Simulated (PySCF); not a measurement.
C3H7 (SMILES [CH2-]CC), charge -1, singlet, geometry from GFN2-xTB. Base run: CCSD(T)/def2-SVP (PySCF).

The PySCF input:
```python
from pyscf import gto, scf, cc

mol = gto.M(
    atom='''
C     0.001860    0.104490    0.566404
C    -0.001727    1.417715   -0.192030
C     0.000064   -1.228257   -0.251914
H    -0.880850    0.061189    1.229917
H     0.889157    0.062525    1.223858
H     0.002932   -2.122887    0.388569
H     0.885480    1.388919   -0.898346
H    -0.893705    1.387576   -0.892255
H    -0.884828   -1.271172   -0.890228
H     0.880630   -1.269840   -0.896272
''',
    basis='def2-svp',
    charge=-1,
    spin=0,
    verbose=4,
    max_memory=1800,
)

mf = scf.RHF(mol)
mf.kernel()

mycc = cc.CCSD(mf, frozen=3)
mycc.kernel()
et = mycc.ccsd_t()
print('E(CCSD(T)) = %.10f' % (mycc.e_tot + et))
```

Variants of this job, named by their change:

```csv
change,ΔE vs base (mEh),MP2 correlation (Eh),CC correlation without the perturbative part (Eh),basis functions
base,0.000,-0.45025,-0.49544,77
method = mp2,60.007,-0.45025,-,77
method = cisd,76.887,-,-,77
method = ccsd,14.811,-0.45025,-0.49544,77
```
